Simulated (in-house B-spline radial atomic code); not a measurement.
The strontium ion Sr⁺: [Kr] 5s1

Level of theory: Dirac-Kohn-Sham PBE, spherical fractional occupations, Fermi nucleus of rms radius 4.224 fm; calculated with a B-spline radial code for spherical atoms.

Z_r = [3n² - l(l+1)]/(2<r>); Z_e = n√(-2ε); the last column is Slater's effective charge. Values are occupation-weighted means over j. An effective charge above Z reflects the relativistic contraction of the inner shells.

```csv
shell,electrons,ε (eV),<r> (bohr),Z_r,Z_e,Slater
1s,2,-15937,0.03916,38.30,34.23,37.70
2s,2,-2163.2,0.1722,34.85,25.22,33.85
2p,6,-1923.6,0.1503,33.28,23.78,33.85
3s,2,-340.01,0.4919,27.45,15.00,26.75
3p,6,-262.57,0.4983,25.09,13.18,26.75
3d,10,-134.35,0.4983,21.07,9.43,16.85
4s,2,-47.214,1.356,17.70,7.45,10.25
4p,6,-29.121,1.561,14.73,5.85,10.25
5s,1,-8.3471,3.898,9.62,3.92,3.20
```

The least bound orbital is 5s1/2 at -8.347 eV, and it is also the most diffuse (<r> = 3.898 bohr).

Spin-orbit splittings of the orbital energies (j = l + 1/2 above j = l - 1/2 when positive): 2p 68.41 eV, 3p 10.49 eV, 3d 1.83 eV, 4p 1.167 eV.

For the 1s electron the small component carries 1.91 % of the norm, the zero-frequency Breit interaction raises the level by 28.09 eV, self-energy by 15.07 eV, and vacuum polarisation lowers it by 1.624 eV.
